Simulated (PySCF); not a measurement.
Compound: BiMe2(SiH3), C2H9BiSi.
Bonds: Bi1–C2, Bi1–C6, Bi1–Si10. Hydrogens: H3, H4, H5 on C2; H7, H8, H9 on C6; H11, H12, H13 on Si10.

Computed by this run: PBE0-D3(BJ)/def2-SVP geometry optimisation, gas phase, def2 core potentials past Kr in PySCF 2.14.0; density fitting, grid level 1; the optimiser is geomeTRIC in internal coordinates, started from a GFN2-xTB structure with every atom displaced at random (about 0.03 Å).

Step 0: E = -15928.4836 eV
```
atom  x, y, z in Å  |  force x, y, z in eV/Å
Bi1     0.1836    0.1140    1.4156   -0.576   1.320   0.492
C2      1.9351    0.0922    0.0490    1.087  -1.389  -0.722
H3      1.5845    0.0043   -1.0035    0.252  -0.119   0.432
H4      2.6685   -0.7390    0.3075   -0.984   0.578  -0.362
H5      2.5298    0.9898    0.1333    0.111   0.825   0.162
C6     -0.9170    1.7357    0.0685    2.456  -0.365   0.099
H7     -1.9429    1.7177    0.2688   -2.074  -0.165   0.327
H8     -0.6896    1.4898   -0.9789   -0.097   0.034   0.058
H9     -0.5177    2.7279    0.3264    0.092  -0.100  -0.019
Si10   -1.0045   -1.7518    0.0934   -1.177  -0.064  -0.355
H11    -0.4658   -3.0651    0.4139    0.291  -0.760   0.250
H12    -0.8148   -1.5587   -1.3551    0.141   0.121  -0.489
H13    -2.5185   -1.8088    0.2834    0.476   0.084   0.127
```

Step 1: E = -15928.7155 eV
```
atom  x, y, z in Å  |  force x, y, z in eV/Å
Bi1     0.1437    0.2083    1.4177    0.302  -0.395   0.083
C2      1.9712    0.1279    0.0272    0.157   0.038   0.060
H3      1.6542    0.0013   -1.0160   -0.076  -0.011  -0.016
H4      2.6402   -0.6977    0.3073   -0.102  -0.096   0.044
H5      2.5500    1.0611    0.1172   -0.166   0.032   0.051
C6     -0.8828    1.7085    0.0985   -0.045   0.171  -0.070
H7     -1.9633    1.6826    0.2964    0.018   0.061  -0.105
H8     -0.6554    1.4420   -0.9411   -0.136   0.104  -0.062
H9     -0.4740    2.6992    0.3395   -0.071   0.046  -0.073
Si10   -1.0576   -1.7715    0.0621    0.120  -0.070  -0.051
H11    -0.5152   -3.1166    0.4492   -0.022   0.049  -0.004
H12    -0.8418   -1.6002   -1.4154    0.037   0.031   0.063
H13    -2.5384   -1.7971    0.2799   -0.018   0.040   0.081
```

Step 2: E = -15928.7366 eV
```
atom  x, y, z in Å  |  force x, y, z in eV/Å
Bi1     0.1629    0.1843    1.4180   -0.158   0.122  -0.189
C2      1.9721    0.0997    0.0312    0.097   0.138  -0.023
H3      1.6442   -0.0191   -1.0094   -0.032   0.012  -0.020
H4      2.6215   -0.7390    0.3090    0.016  -0.085   0.049
H5      2.5395    1.0387    0.1355   -0.081  -0.065   0.002
C6     -0.8969    1.7455    0.0895    0.013  -0.178   0.189
H7     -1.9804    1.7280    0.2905    0.129  -0.004  -0.029
H8     -0.6989    1.5066   -0.9627   -0.029  -0.009  -0.044
H9     -0.4909    2.7372    0.3302    0.002   0.013   0.013
Si10   -1.0310   -1.7902    0.0605    0.082  -0.025  -0.037
H11    -0.4859   -3.1380    0.4391   -0.021   0.072  -0.014
H12    -0.8187   -1.5993   -1.4148    0.012   0.000   0.065
H13    -2.5069   -1.8065    0.3054   -0.029   0.008   0.038
```

**Question.** Estimate the geometry and energy of step 3. (The exact step hangs on the optimiser's Hessian estimate; all steps are aligned on step 2, rigid shifts and turns removed.)

**Answer.** E = -15928.7418 eV, largest force 0.088 eV/Å
```
atom  x, y, z in Å  |  force x, y, z in eV/Å
Bi1     0.1582    0.1879    1.4080   -0.066   0.036   0.015
C2      1.9683    0.0997    0.0297    0.080  -0.002  -0.035
H3      1.6395   -0.0167   -1.0119    0.001   0.007   0.008
H4      2.6110   -0.7455    0.3142   -0.018   0.011  -0.001
H5      2.5310    1.0379    0.1392   -0.007  -0.015   0.000
C6     -0.8924    1.7337    0.0906    0.017  -0.042   0.030
H7     -1.9724    1.7168    0.2931    0.016   0.005  -0.004
H8     -0.7030    1.4971   -0.9647   -0.019   0.007  -0.015
H9     -0.4877    2.7266    0.3300   -0.004   0.006  -0.006
Si10   -1.0265   -1.7816    0.0581   -0.010  -0.022  -0.007
H11    -0.4800   -3.1240    0.4374   -0.001   0.007  -0.001
H12    -0.8120   -1.5882   -1.4132    0.003   0.000   0.005
H13    -2.5033   -1.7957    0.3117    0.008   0.000   0.012
```

The energy changes by -0.0052 eV. The first-order estimate −F·Δx gives -0.0095 eV and the mean of the old and new forces, exact on a quadratic surface, -0.0052 eV. The step makes an angle of 62° with the force vector and moves no atom by more than 0.015 Å.

What follows is the cost of the whole optimisation. Time: 84 s wall; peak memory 0.46 GiB. Hardware: Arm Neoverse V1, one thread, on a shared host.
